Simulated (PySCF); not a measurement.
Electrostatic potential from atomic charges

Species: `C[B-](C)(C)C` (tetramethylborate), charge -1. Coordinates (PBE0-D3(BJ)/def2-TZVP, Å) and charges (e) from the PBE0/pcSseg-2 density (PySCF):

```csv
atom,x,y,z,Mulliken,IAO,Hirshfeld,ESP-fitted
C1,-0.022,-1.252,-1.067,-0.2490,-0.5492,-0.2266,-0.7117
B2,0.000,0.001,0.000,+0.5079,+0.0739,+0.0056,+1.5315
C3,0.075,1.423,-0.824,-0.2484,-0.5492,-0.2266,-0.7173
C4,-1.370,-0.034,0.912,-0.2491,-0.5494,-0.2267,-0.6847
C5,1.315,-0.137,0.981,-0.2485,-0.5494,-0.2268,-0.6780
H6,-0.885,-1.203,-1.750,-0.0428,+0.0936,-0.0082,+0.0270
H7,-0.077,-2.229,-0.562,-0.0427,+0.0935,-0.0082,+0.0238
H8,0.878,-1.277,-1.701,-0.0427,+0.0935,-0.0082,+0.0250
H9,0.093,2.294,-0.151,-0.0428,+0.0936,-0.0082,+0.0258
H10,-0.789,1.562,-1.493,-0.0428,+0.0936,-0.0082,+0.0269
H11,0.975,1.494,-1.455,-0.0428,+0.0936,-0.0082,+0.0265
H12,-2.280,0.048,0.297,-0.0428,+0.0936,-0.0082,+0.0184
H13,-1.463,-0.968,1.488,-0.0428,+0.0936,-0.0082,+0.0190
H14,-1.407,0.791,1.641,-0.0427,+0.0935,-0.0082,+0.0175
H15,1.311,-1.079,1.551,-0.0427,+0.0937,-0.0082,+0.0160
H16,2.260,-0.113,0.417,-0.0428,+0.0936,-0.0082,+0.0170
H17,1.369,0.678,1.720,-0.0427,+0.0937,-0.0082,+0.0174
```

Points outside the species (Å): A (-2.7, 5.2, -1.4); B (4.8, 2.6, 4.9); C (2.2, 6.7, -1.5).

Find the potential V = 14.3996 V·Å × Σ q/r of each set of charges at these points.

In volts:

```json
{"point": "A", "nearest atom": "H10", "distance (Å)": "4.11", "Mulliken": "-2.401", "IAO": "-2.399", "Hirshfeld": "-2.396", "ESP-fitted": "-2.409"}
{"point": "B", "nearest atom": "H17", "distance (Å)": "5.06", "Mulliken": "-1.971", "IAO": "-1.968", "Hirshfeld": "-1.967", "ESP-fitted": "-1.975"}
{"point": "C", "nearest atom": "H9", "distance (Å)": "5.07", "Mulliken": "-2.010", "IAO": "-2.005", "Hirshfeld": "-2.005", "ESP-fitted": "-2.018"}
```

How far are the other sets from the ESP-fitted one at these points?

Root-mean-square difference: Mulliken 0.007 V, IAO 0.010 V, Hirshfeld 0.012 V. The ESP scheme is a least-squares fit of atom-centred charges to the potential on four shells outside the van der Waals surface, with the total charge fixed.

What energy would a point charge of +2 e have at A in the field of the ESP charges, leaving out polarisation?

-4.818 eV = -464.9 kJ/mol, an attraction. The total charge alone, placed at the mean of the coordinates, would give -4.781 eV.

Geometry: PBE0-D3(BJ)/def2-TZVP; no solvent, vibrations or thermal averaging. The pcSseg-2 basis has no diffuse functions, a weakness for an anion.

The run behind these numbers computed NMR shieldings as well. Hardware: Arm Neoverse V1, one thread, shared host with 32 logical CPUs at a one-minute load of 24. Cost: 77 s wall (with the writing of density and orbital grids), 1.4 GiB resident at most.
